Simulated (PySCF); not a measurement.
## A thermochemical cycle for SrCl

r²SCAN in PySCF with def2-SVP on every atom (core potentials on Sr), for the lowest determinant that a PBE0 search found; no spin–orbit coupling. SrCl, a doublet (σ ↑), has De = 4.69 eV to neutral atoms, and SrCl⁺, a singlet (closed shell), has De = 4.53 eV to Sr⁺ + Cl.

At the same level the Sr atom ionises at 5.42 eV.

Problem. What is the adiabatic ionisation energy of the molecule, and does ionisation strengthen or weaken the bond?

Solution. IE = IE(Sr) + De(neutral) − De(ion) = 5.42 + 4.69 − 4.53 = 5.58 eV. De changes by -0.16 eV, so ionisation weakens the bond.

For an ion De counts to the pair picked by the measured ionisation energies or electron affinities, which need not be the lowest pair at this level. States were picked by a PBE0 search and need not be the measured ground states.
